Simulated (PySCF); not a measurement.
# Assigning NMR signals

Atom-mapped SMILES (the numbers label the heavy atoms): `[CH3:1][CH:2]=[C:3]=[CH:4][CH:5]1[CH2:6][CH2:7][CH2:8]1`. Hydrogens are named by the atom that carries them. Ha(C6), Ha(C7), Ha(C8) are cis to C4 on the ring; Hb(C6), Hb(C7), Hb(C8) are trans to C4 on the ring.

One computed conformer, in vacuum, averaged over atoms made equivalent by symmetry, fast rotation or ring inversion, non-relativistic Hamiltonian. σ from GIAO-PBE0/pcSseg-1; GFN2-xTB structure; PySCF 2.14.0 with density-fitted response routines.

Shifts are taken against calculated references (same method and geometry level): TMS for $^{13}$C (σ = 186.93 ppm), $^{1}$H (σ = 31.72 ppm).

Question: Assign these signals to the numbered atoms. $^{13}$C{$^{1}$H} NMR (computed): δ 214.7 (C), 103.0 (CH), 90.6 (CH), 38.0 (CH), 29.8 (CH2), 18.9 (CH3), 17.5 (CH2).

Answer: 
| δ (ppm) | atoms | environment | reason |
| --- | --- | --- | --- |
| 214.7 | C3 | central carbon of an allene | the central sp carbon of an allene is among the most deshielded carbons of hydrocarbons |
| 103.0 | C4 | terminal carbon of a cumulated C=C=C unit | – |
| 90.6 | C2 | terminal carbon of a cumulated C=C=C unit | – |
| 38.0 | C5 | allylic sp3 CH | aliphatic region, no heteroatom directly attached |
| 29.8 | C6/C8 | sp3 CH2 in a ring | a saturated carbon with 2 carbon neighbours and no heteroatom attached |
| 18.9 | C1 | allylic methyl carbon | a saturated carbon with 1 carbon neighbour and no heteroatom attached |
| 17.5 | C7 | sp3 CH2 in a ring | aliphatic region, no heteroatom directly attached |

C1 and C7 lie closer than the usual error of such a calculation, so a measured spectrum could show them in the other order.

Question: Assign these signals to the numbered atoms. $^{1}$H NMR (300 MHz, computed): δ 5.30 (m, 1H), 5.22 (m, 1H), 2.87 (m, 1H), 2.31 (m, 2H), 1.96 (m, 1H), 1.87 (m, 2H), 1.83 (m, 1H), 1.75 (m, 3H).

Answer: 
| δ (ppm) | atoms | environment | reason |
| --- | --- | --- | --- |
| 5.30 | H(C4) | hydrogen on a terminal carbon of a cumulated C=C=C unit | olefinic region |
| 5.22 | H(C2) | hydrogen on a terminal carbon of a cumulated C=C=C unit | – |
| 2.87 | H(C5) | hydrogen on an allylic sp3 CH | allylic position |
| 2.31 | Hb(C6)/Hb(C8) | hydrogen on an sp3 CH2 in a ring | – |
| 1.96 | Hb(C7) | hydrogen on an sp3 CH2 in a ring | far from electronegative atoms and π systems |
| 1.87 | Ha(C6)/Ha(C8) | hydrogen on an sp3 CH2 in a ring | – |
| 1.83 | Ha(C7) | hydrogen on an sp3 CH2 in a ring | far from electronegative atoms and π systems |
| 1.75 | H(C1) | hydrogen on an allylic methyl carbon | allylic position |

H(C4) and H(C2); Hb(C7) and Ha(C6)/Ha(C8); Ha(C6)/Ha(C8) and Ha(C7); Ha(C7) and H(C1) lie closer than the usual error of such a calculation, so a measured spectrum could show them in the other order.

Shifts are as computed. Against solution values, carbons near 30 ppm lie about +3 ppm off and those near 130 ppm about +5 ppm. Of 1211 compounds with measured shifts, 218 miss one by over three times the rms of a fit or turn the order of signals round; such compounds aren't used in these exercises. Multiplicities follow the n + 1 count of equivalent neighbours, as no J values were calculated; m marks all less simple cases, F and P coupling included.
